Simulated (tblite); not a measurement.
Q: Give a GFN2-xTB geometry of `CC#C[C@H]1C[Si@H](F)C1`.

A: 
```
atom  x, y, z in Å
C1     3.4005   -0.2273   -0.1661
C2     1.9962    0.1173   -0.2388
C3     0.8367    0.4158   -0.3043
C4    -0.5690    0.7434   -0.3561
C5    -1.4060   -0.3473   -1.0871
Si6   -2.3498   -0.7520    0.5145
F7    -3.9301   -0.4009    0.4660
C8    -1.2368    0.6950    1.0498
H9     3.9181    0.1160   -1.0619
H10    3.5165   -1.3082   -0.0843
H11    3.8555    0.2431    0.7059
H12   -0.6859    1.7233   -0.8258
H13   -2.0023    0.0639   -1.8998
H14   -0.7842   -1.1352   -1.5063
H15   -2.2997   -2.0549    1.1481
H16   -1.7477    1.6233    1.2984
H17   -0.5190    0.4967    1.8428
```

Any rigid rotation of these coordinates is as good. Atoms count from 1 in this order. The C–C distances run from 1.199 Å (C2≡C3, drawn triple) to 1.557 Å (C4–C8, drawn single), a spread of 0.358 Å. The 4-membered ring C4–C5–Si6–C8 has internal angles of 77.6° to 99.9° (sum 360°, against 360° for a flat polygon); it is almost planar, 0.02 Å rms from its mean plane, widest ring torsion 4°. Si6 (fluorine-bound silicon) has angles from 77.6° to 122.8°.

Bonds between heavy atoms (Å): C1–C2 1.448, C2≡C3 1.199, C3–C4 1.444, C4–C5 1.557, C5–Si6 1.903, Si6–F7 1.620, Si6–C8 1.902, C4–C8 1.557.

The geometry is computed with GFN2-xTB (gas phase).

Its GFN2-xTB frequencies are all real (lowest 16 cm⁻¹).
